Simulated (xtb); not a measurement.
V, charge +2, quartet (GFN-xTB shapes and energies of metal compounds can be far from the true ones) (a state made from the parent by changing its charge; the spin is typed, not shown lowest); xtb 6.7.1 with GFN0-xTB.

Here is a job for xtb.
```
$ xtb mol.xyz --gfn 0 --chrg 2 --uhf 3 --json

# file mol.xyz
1

V      0.00000000     0.00000000     0.00000000
```

**Question.** Write the output that xtb gives for this input, abridged.

**Answer.** 
```
   ID    Z sym.   atoms
    1   23 V      1

           -------------------------------------------------
          |                Calculation Setup                |
           -------------------------------------------------

           -------------------------------------------------
          |                 G F N 0 - x T B                 |
           -------------------------------------------------

          ...................................................
          :                      SETUP                      :
          :.................................................:
          :  # basis functions                  10          :
          :  # atomic orbitals                   9          :
          :  # shells                            3          :
          :  # electrons                         3          :
          :  electronic temp.          300.0000000     K    :
          :  accuracy                    1.0000000          :
          :  -> integral cutoff          0.2500000E+02      :
          :  -> integral neglect         0.1000000E-07      :
          ...................................................

         :::::::::::::::::::::::::::::::::::::::::::::::::::::
         ::                     SUMMARY                     ::
         :::::::::::::::::::::::::::::::::::::::::::::::::::::
         :: total energy               2.208917235978 Eh    ::
         :: gradient norm              0.000000000000 Eh/a0 ::
         :: HOMO-LUMO gap              0.000000000000 eV    ::
         ::.................................................::
         :: H0 energy                 -0.879133287687 Eh    ::
         :: repulsion energy           0.000000000000 Eh    ::
         :: electrostat energy         3.088050523665 Eh    ::
         :: -> Gsolv                   0.000000000000 Eh    ::
         ::    -> Gsasa                0.000000000000 Eh    ::
         ::    -> Gshift               0.000000000000 Eh    ::
         :: dispersion energy          0.000000000000 Eh    ::
         :: short-range corr.          0.000000000000 Eh    ::
         :: add. restraining           0.000000000000 Eh    ::
         :: total charge               2.000000000000 e     ::
         :::::::::::::::::::::::::::::::::::::::::::::::::::::

           -------------------------------------------------
          |                Property Printout                |
           -------------------------------------------------

    * Orbital Energies and Occupations

         #    Occupation            Energy/Eh            Energy/eV
      -------------------------------------------------------------
         1        0.6000           -0.2919788              -7.9451
         2        0.6000           -0.2919788              -7.9451
         3        0.6000           -0.2919788              -7.9451 (HOMO)
         4        0.6000           -0.2919788              -7.9451 (LUMO)
         5        0.6000           -0.2919788              -7.9451
         6                         -0.1355226              -3.6878
         7                          0.0395995               1.0776
         8                          0.0395995               1.0776
         9                          0.0395995               1.0776
      -------------------------------------------------------------
                  HL-Gap            0.0000000 Eh            0.0000 eV
             Fermi-level            0.0000000 Eh            0.0000 eV

     #   Z          covCN         q      C6AA      α(0)
     1  23 V        0.000     2.000   926.885    90.487

 Mol. C6AA /au·bohr⁶  :        926.885305
 Mol. C8AA /au·bohr⁸  :     102699.127086
 Mol. α(0) /au        :         90.487215

Wiberg/Mayer (AO) data.
largest (>0.10) Wiberg bond orders for each atom

 ---------------------------------------------------------------------------
     #   Z sym  total        # sym  WBO       # sym  WBO       # sym  WBO
 ---------------------------------------------------------------------------
     1  23 V    0.000
 ---------------------------------------------------------------------------

 dipole moment from electron density (au)
     X       Y       Z
   0.0000   0.0000   0.0000  total (Debye):    0.000

           -------------------------------------------------
          | TOTAL ENERGY                2.208917235978 Eh   |
          | GRADIENT NORM               0.000000000000 Eh/α |
          | HOMO-LUMO GAP               0.000000000000 eV   |
           -------------------------------------------------

normal termination of xtb
```
